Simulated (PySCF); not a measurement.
trifluoro(fluorosilyloxy)silane (F4H2OSi2), SMILES F[Si](O[SiH2]F)(F)F. Atoms are numbered in the order given.

```xyz
9

Si     1.8531     0.5330     0.8056
F      2.4477    -0.9535     0.5951
O      0.4056     0.6220     0.0081
Si    -1.0260    -0.0081    -0.3785
F     -2.1271     1.1400    -0.4385
F     -1.4847    -1.0863     0.7023
F     -0.9721    -0.7198    -1.8013
H      1.6287     0.7415     2.2544
H      2.7727     1.5095     0.1836
```
Charge 0, spin multiplicity 1.

Coordinates come from a PBE0-D3(BJ)/def2-SVP optimisation. The values are those of a single conformer.

Two levels are set side by side: PBE/pcSseg-1 (PySCF) and PBE0/pcSseg-1 (PySCF). GIAO shifts against CFCl3 (¹⁹F), H2O (¹⁷O), TMS (²⁹Si), TMS (¹H) at the same level; non-relativistic, no solvent, atoms listed together averaged. Differences are taken from unrounded values.

| quantity | PBE0 |
|---|---|
| δ(²⁹Si) of Si1 (ppm) | -24.5 |
| δ(¹⁹F) of F2 (ppm) | -166.6 |
| δ(¹⁷O) of O3 (ppm) | 75.7 |
| δ(²⁹Si) of Si4 (ppm) | -103.3 |

### Question
What does PBE give, and how far is it from PBE0? (Estimate from the structure and the level; the computed values follow.)

### Answer

| quantity | PBE | PBE minus PBE0 |
|---|---|---|
| δ(²⁹Si) of Si1 (ppm) | -24.7 | -0.2 |
| δ(¹⁹F) of F2 (ppm) | -181.7 | -15.1 |
| δ(¹⁷O) of O3 (ppm) | 88.8 | 13.1 |
| δ(²⁹Si) of Si4 (ppm) | -102.2 | 1.1 |

Rough cost on one machine, each run with all the roots and properties that it gave: PBE0 against PBE within a factor of 2.
